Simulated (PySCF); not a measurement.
Isomers of C8H7F3. Theory: PBE0-D3(BJ)/def2-SVP geometry optimisation, gas phase (PySCF 2.14.0). Energies are electronic, without zero-point or thermal terms, for one conformer each. No frequencies were run at this level. Point groups hold within 0.08 Å.

Question: Order them by energy at this level, lowest first, and give relative energies in kJ/mol.
A. `[CH:1]#[C:2][C:3](=[CH2:4])/[CH:5]=[CH:6]/[CH2:7][C:8]([F:9])([F:10])[F:11]` with C2–C3–C5–C6 1°, C5–C6–C7–C8 123°
B. 4-methylbenzotrifluoride (`Cc1ccc(C(F)(F)F)cc1`)

Answer: B (0.0), A (326.7).

As drawn, the lower has an aromatic ring, which the higher lacks; the higher has a C≡C bond and a C=C bond outside aromatic rings, which the lower lacks.

```json
{"SMILES": "Cc1ccc(C(F)(F)F)cc1", "E (Eh)": "-607.53629", "E rel (kJ/mol)": "0.0", "dipole (D)": "3.17", "point group": "C1", "A, B, C (MHz)": "2816, 628.3, 565.9"}
{"SMILES": "C#CC(=C)/C=C/CC(F)(F)F", "E (Eh)": "-607.41187", "E rel (kJ/mol)": "326.7", "dipole (D)": "2.10", "point group": "C1", "A, B, C (MHz)": "2259, 488.8, 440.2"}
```
